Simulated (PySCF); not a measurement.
[Ce(NH3)3]3+ at several levels of theory

Computed with PySCF 2.14.0 (density fitting, no spin-orbit coupling) at the geometry relaxed with PBE0:

```xyz
13
[Ce(NH3)3]3+ (singlet in the valence; each metal's 4f electrons, 1 of them, lie in its core potential, out of spins and levels)
Ce    0.0000    0.0000    0.7514
N     2.4220   -0.0008    0.0059
H     3.1048   -0.2563    0.7427
H     2.6658   -0.6504   -0.7630
H     2.7879    0.9056   -0.3364
N    -1.2103    2.0979    0.0059
H    -1.3304    2.8170    0.7427
H    -0.7696    2.6339   -0.7630
H    -2.1782    1.9616   -0.3364
N    -1.2117   -2.0971    0.0059
H    -1.7744   -2.5607    0.7427
H    -1.8962   -1.9834   -0.7630
H    -0.6097   -2.8672   -0.3364
```

| level | basis | state | HOMO (eV) | gap (eV) | charge on Ce1 (e) | population of f-type functions on Ce1 (polarisation alone where 4f lies in the core) | dipole about the centre of mass (D) | largest force component (eV/Å) |
| --- | --- | --- | --- | --- | --- | --- | --- | --- |
| PBE0 | Ce lcecp-1-SVP with ECP47, N def2-SVP, H def2-SVP | singlet | -23.97 | 7.90 | 1.93 | 0.03 | 2.06 | 0.00 |
| BP86 | the same | singlet | -22.55 | 5.65 | 1.82 | 0.03 | 2.25 | 0.39 |
| PBE0 | Ce lcecp-1-TZVP with ECP47, N def2-TZVP, H def2-TZVP | singlet | -23.88 | 7.93 | 2.14 | 0.05 | 2.08 | 0.37 |
| PBE0 | Ce def2-SVP with ECP28, N def2-SVP, H def2-SVP | doublet | -23.41 | 5.96 | 1.93 | 1.12 | 2.18 | 0.30 |

In the lcecp rows the 4f levels are missing from HOMO and gap, and the state counts the valence alone.

HOMO and gap are taken over both spins. Charges are Mulliken's, which hang on the basis. The relaxation used the grid (50, 194), these runs (75, 302) or, all-electron (x2c bases, spin-free X2C Hamiltonian), (99, 590).

Q: A further run in the first row's basis gives HOMO (eV) -23.67, gap (eV) 7.27, charge on Ce1 (e) 1.90, population of f-type functions on Ce1 (polarisation alone where 4f lies in the core) 0.03, dipole about the centre of mass (D) 2.07, largest force component (eV/Å) 0.15. Which level was it?
A. wB97X
B. TPSSh
C. B3LYP

A: C. The others give HOMO -23.16 eV (TPSSh); -26.43 eV (wB97X).

In the first row's basis the gap widens with exact exchange: 5.7 eV for BP86 (none); 6.8 to 7.9 eV for TPSSh, B3LYP, PBE0 (a fixed share); 12.6 eV for wB97X (rising or full at long range).

An lcecp potential fixes the number of 4f electrons, so in runs with it no electron can move into or out of that shell.

Rows with open f shells in the valence may stand above their lowest state, and their gaps can end on f levels.
